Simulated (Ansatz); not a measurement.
Reaction (hydrogenolysis of the Si–C bond): `C[SiH](N)[GeH3]` + H₂ → `N[SiH2][GeH3]` + CH₄

Isolated molecules relaxed with PBE0-D4/def2-TZVP in Ansatz; ΔE leaves out vibrations. CCSD(T)/CBS is the MP2 limit (def2-TZVPP, def2-QZVPP) plus CCSD(T) − MP2 in def2-TZVPP, frozen cores. This one scheme is used for every species. DFT in def2-TZVPP. B3LYP here is the variant with VWN-RPA as its local correlation; programs differ in this. HSE06 is defined as in plane-wave codes. For Ge outer-core shells are correlated without core-valence functions, which leaves a few kJ/mol of doubt a bond. Scalar relativity is left out up to krypton. One conformer a species, not always the lowest.

| level | ΔE (kJ/mol) | difference from CCSD(T)/CBS |
| --- | --- | --- |
| LDA (SPW92) | -18.2 | 3.2 |
| PBE-D4 | -18.5 | 2.9 |
| revPBE-D4 | -14.4 | 7.0 |
| BLYP-D4 | -20.7 | 0.7 |
| r2SCAN-D4 | -19.3 | 2.1 |
| B97M-V | -27.1 | -5.7 |
| PBE0-D4 | -22.1 | -0.7 |
| B3LYP-D4 | -24.4 | -3.0 |
| r2SCANh-D4 | -20.6 | 0.8 |
| HSE06-D4 | -22.2 | -0.8 |
| BHLYP-D4 | -29.3 | -7.9 |
| CAM-B3LYP-D4 | -27.8 | -6.4 |
| ωB97X-V | -25.1 | -3.7 |
| ωB97M-V | -22.2 | -0.8 |
| B2PLYP | -29.0 | -7.6 |
| PBE-QIDH | -24.6 | -3.2 |
| PBE | -24.7 | -3.3 |
| revPBE | -27.7 | -6.3 |
| BLYP | -33.1 | -11.7 |
| r2SCAN | -21.1 | 0.3 |
| PBE0 | -27.6 | -6.2 |
| B3LYP | -34.2 | -12.8 |
| r2SCANh | -22.5 | -1.1 |
| r2SCAN0 | -24.5 | -3.1 |
| HSE06 | -27.4 | -6.0 |
| BHLYP | -37.4 | -16.0 |
| CAM-B3LYP | -33.6 | -12.2 |
| LC-ωPBE | -28.1 | -6.7 |
| HF/def2-SVP | -55.8 | -34.4 |
| MP2/def2-SVP | -32.7 | -11.3 |
| CCSD/def2-SVP | -41.5 | -20.1 |
| CCSD(T)/def2-SVP | -38.2 | -16.8 |
| HF/def2-TZVPP | -47.9 | -26.5 |
| MP2/def2-TZVPP | -18.8 | 2.6 |
| CCSD(T)/def2-TZVPP | -24.1 | -2.7 |
| HF/def2-QZVPP | -47.8 | -26.4 |
| MP2/def2-QZVPP | -17.2 | 4.2 |
| HF/CBS(def2) | -47.8 | -26.4 |
| MP2/CBS(def2) | -16.0 | 5.4 |
| CCSD/CBS(def2) | -25.9 | -4.5 |
| CCSD(T)/CBS | -21.4 | 0 |

Largest T1 diagnostic among the species: 0.011.

At CCSD(T), def2-SVP lies −16.8 kJ/mol from the extrapolated value and def2-TZVPP −2.7 kJ/mol. Leaving LDA and LC-ωPBE aside and taking each functional with its dispersion term where it has one, the values spread over 14.9 kJ/mol, from BHLYP-D4 to revPBE-D4. LDA lies +6.4 kJ/mol from PBE without D4. In def2-TZVPP, CCSD(T) changes the Hartree–Fock value by +23.8 kJ/mol (the triples alone add +4.5 kJ/mol) and MP2 by +29.1 kJ/mol.

CCSD(T)/CBS has its own doubt, a few kJ/mol and more with outer-core shells, so smaller differences from it don't rank the levels.
